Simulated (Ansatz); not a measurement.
`N[SiH2]N[SiH](N)O` + `N[SiH](S)Cl` → `N[SiH2]S[SiH](N)Cl` + `N[SiH](N)O`  (ligand exchange at the Si–N bond)

Calculated with Ansatz (gas phase, PBE0-D4/def2-TZVP geometries, no zero-point term in ΔE). CBS: MP2 limit from def2 TZ/QZ plus the TZ coupled-cluster correction, frozen cores. One conformer a species, not always the lowest.

```json
{"species": "`N[SiH2]N[SiH](N)O`", "CCSD(T)/CBS(def2) energy (Eh)": "-823.04951"}
{"species": "`N[SiH](S)Cl`", "CCSD(T)/CBS(def2) energy (Eh)": "-1203.86139"}
{"species": "`N[SiH2]S[SiH](N)Cl`", "CCSD(T)/CBS(def2) energy (Eh)": "-1549.51372"}
{"species": "`N[SiH](N)O`", "CCSD(T)/CBS(def2) energy (Eh)": "-477.39589"}
```

Question: Work out ΔE.

Answer: ΔE = (-1549.51372) + (-477.39589) − (-823.04951) − (-1203.86139) = 0.00129 Eh = +3.4 kJ/mol.

Largest T1 diagnostic among the species: 0.011.

The D4 term adds −5.9 kJ/mol with B3LYP and −3.4 kJ/mol with PBE0; it sums over pairs of atoms, weighted by their polarisabilities, and B3LYP, whose exchange is more repulsive, gets the larger term. In def2-TZVPP, CCSD(T) changes the Hartree–Fock value by −3.7 kJ/mol (the triples alone add −1.4 kJ/mol) and MP2 by −8.5 kJ/mol.

B3LYP here is the variant with VWN-RPA as its local correlation; programs differ in this.
